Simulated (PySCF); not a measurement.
Mg(Br)(SeH) (BrHMgSe), SMILES [Br][Mg][SeH].

Geometry: B3LYP-D3(BJ)/def2-TZVP. The values are those of a single conformer.

Method: TDDFT-LC-ωPBE/def2-SVPD in PySCF 2.14.0.

Vertical excitations. Gas-phase values at a fixed geometry. State labels are in the subgroup Cs.

```json
[
 {"state": "S1", "symmetry": "A\"", "energy (eV)": "4.87", "λ (nm)": "255", "f": "0.053", "main pairs": "HOMO→LUMO 91 %"},
 {"state": "S2", "symmetry": "A\"", "energy (eV)": "5.55", "λ (nm)": "224", "f": "0.000", "main pairs": "HOMO→LUMO+1 43 %, HOMO→LUMO+4 32 %, HOMO→LUMO+3 10 %, HOMO→LUMO+7 7 %"},
 {"state": "S3", "symmetry": "A\"", "energy (eV)": "6.16", "λ (nm)": "201", "f": "0.004", "main pairs": "HOMO→LUMO+1 34 %, HOMO→LUMO+7 27 %, HOMO→LUMO+3 13 %, HOMO→LUMO+6 8 %"},
 {"state": "S4", "symmetry": "A'", "energy (eV)": "6.16", "λ (nm)": "201", "f": "0.088", "main pairs": "HOMO−1→LUMO 54 %, HOMO→LUMO+2 30 %"},
 {"state": "S5", "symmetry": "A'", "energy (eV)": "6.28", "λ (nm)": "198", "f": "0.050", "main pairs": "HOMO−2→LUMO 86 %"},
 {"state": "S6", "symmetry": "A\"", "energy (eV)": "6.29", "λ (nm)": "197", "f": "0.060", "main pairs": "HOMO−3→LUMO 85 %"},
 {"state": "S7", "symmetry": "A'", "energy (eV)": "6.61", "λ (nm)": "188", "f": "0.299", "main pairs": "HOMO→LUMO+2 29 %, HOMO−1→LUMO 24 %, HOMO−1→LUMO+1 11 %, HOMO→LUMO+5 9 %"},
 {"state": "S8", "symmetry": "A'", "energy (eV)": "7.01", "λ (nm)": "177", "f": "0.245", "main pairs": "HOMO−1→LUMO+1 52 %, HOMO−1→LUMO+4 14 %, HOMO→LUMO+2 11 %, HOMO−1→LUMO 9 %"},
 {"state": "S9", "symmetry": "A\"", "energy (eV)": "7.29", "λ (nm)": "170", "f": "0.000", "main pairs": "HOMO−3→LUMO+1 78 %"},
 {"state": "S10", "symmetry": "A\"", "energy (eV)": "7.34", "λ (nm)": "169", "f": "0.004", "main pairs": "HOMO−1→LUMO+2 63 %, HOMO−1→LUMO+5 18 %"},
 {"state": "T1", "symmetry": "A\"", "energy (eV)": "4.51", "λ (nm)": "275", "f": "0", "main pairs": "HOMO→LUMO 86 %"},
 {"state": "T2", "symmetry": "A\"", "energy (eV)": "5.14", "λ (nm)": "241", "f": "0", "main pairs": "HOMO→LUMO+4 34 %, HOMO→LUMO+1 22 %, HOMO→LUMO+7 15 %, HOMO→LUMO+3 12 %"},
 {"state": "T3", "symmetry": "A'", "energy (eV)": "5.36", "λ (nm)": "231", "f": "0", "main pairs": "HOMO−1→LUMO 70 %, HOMO→LUMO+2 11 %"},
 {"state": "T4", "symmetry": "A'", "energy (eV)": "5.89", "λ (nm)": "210", "f": "0", "main pairs": "HOMO→LUMO+2 56 %, HOMO→LUMO+5 17 %, HOMO−1→LUMO 16 %"}
]
```
Triplets are in the Tamm–Dancoff approximation, which puts them higher than full response would, so one can lie above its singlet here.
